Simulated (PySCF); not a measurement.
A PySCF script (with the pyscf-properties extension) for the NMR shieldings of `InChI=1S/C7H7BF2O/c1-11-7-4-2-6(3-5-7)8(9)10/h2-5H,1H3`, on a GFN2-xTB geometry:

```python
import basis_set_exchange as bse
import numpy as np
from pyscf import gto, dft
from pyscf.prop import nmr

atoms = """
C    -3.218471   -0.046548   -0.211772
O    -2.216236    0.830626    0.248007
C    -0.920436    0.451896    0.156689
C     0.018654    1.372741    0.634637
C     1.361259    1.086409    0.588036
C     1.830636   -0.128402    0.065121
B     3.341956   -0.445091    0.014588
F     3.832401   -1.575208   -0.469880
F     4.270195    0.390378    0.452493
C     0.877808   -1.036407   -0.407354
C    -0.474372   -0.760581   -0.366697
H    -3.211632   -0.989679    0.343248
H    -4.161727    0.467710   -0.035389
H    -3.112708   -0.251131   -1.281611
H    -0.342621    2.305953    1.036794
H     2.076213    1.804741    0.959458
H     1.212402   -1.979101   -0.814513
H    -1.172079   -1.491988   -0.743504
"""
names = dict.fromkeys(["C", "O", "B", "F", "H"], "pcSseg-1")
basis = {el: gto.basis.parse(bse.get_basis(n, elements=[el], fmt="nwchem")) for el, n in names.items()}
mol = gto.M(atom=atoms, basis=basis, charge=0, verbose=0)
mf = dft.RKS(mol, xc="PBE0")
mf.grids.level = 2
mf.grids.alignment = dft.numint.BLKSIZE   # the property module wants whole blocks of grid points
mf.conv_tol = 1e-9
mf.kernel()

calc = nmr.RKS(mf)   # GIAO
C = mf.mo_coeff
Co = C[:, mf.mo_occ > 0]
resp = mf.gen_response(singlet=True, hermi=2)
def vind(x):   # induced exchange potential for any number of trial vectors
    d = np.einsum("pi,xij,qj->xpq", C, 2 * x.reshape(-1, C.shape[1], Co.shape[1]), Co, optimize=True)
    return np.einsum("xpq,pi,qj->xij", resp(d - d.transpose(0, 2, 1)), C, Co, optimize=True).ravel()
mo1, _ = nmr.rhf.solve_mo1(calc, with_cphf=vind)
sigma = calc.kernel(mo1)
for i, s in enumerate(sigma):   # ppm
    w = np.linalg.eigvalsh((s + s.T) / 2)
    print("%2d %-2s iso %8.1f  s11 %8.1f  s22 %8.1f  s33 %8.1f" % (i, mol.atom_pure_symbol(i), w.mean(), *w))
```

Q: What does it print?

A: 
```
 0 C  iso    131.0  s11    102.8  s22    111.4  s33    178.6
 1 O  iso    217.3  s11    104.3  s22    257.3  s33    290.4
 2 C  iso     15.4  s11    -68.4  s22     -0.1  s33    114.8
 3 C  iso     63.5  s11    -25.3  s22     51.2  s33    164.6
 4 C  iso     41.8  s11    -74.3  s22     24.2  s33    175.6
 5 C  iso     66.6  s11    -22.6  s22     31.0  s33    191.4
 6 B  iso     76.0  s11     63.1  s22     77.5  s33     87.4
 7 F  iso    267.3  s11    109.2  s22    310.3  s33    382.5
 8 F  iso    266.4  s11    108.3  s22    308.8  s33    382.1
 9 C  iso     41.1  s11    -76.3  s22     23.5  s33    176.0
10 C  iso     74.9  s11    -14.0  s22     57.2  s33    181.6
11 H  iso     27.9  s11     24.4  s22     25.6  s33     33.6
12 H  iso     27.4  s11     22.9  s22     26.1  s33     33.1
13 H  iso     27.9  s11     24.4  s22     25.6  s33     33.6
14 H  iso     24.4  s11     20.3  s22     24.6  s33     28.4
15 H  iso     23.5  s11     19.5  s22     22.9  s33     28.2
16 H  iso     23.5  s11     19.4  s22     22.6  s33     28.4
17 H  iso     24.9  s11     20.4  s22     24.6  s33     29.6
```

These numbers come from an equivalent density-fitted implementation of the same equations, which agrees with the script to about 0.01 ppm for H and up to a few tenths of a ppm for heavy atoms, so last digits may differ.

Size and cost of the density-fitted run: 222 basis functions, 41 s wall time on 1 thread of an Arm Neoverse V2, shared host; peak memory 0.89 GiB.
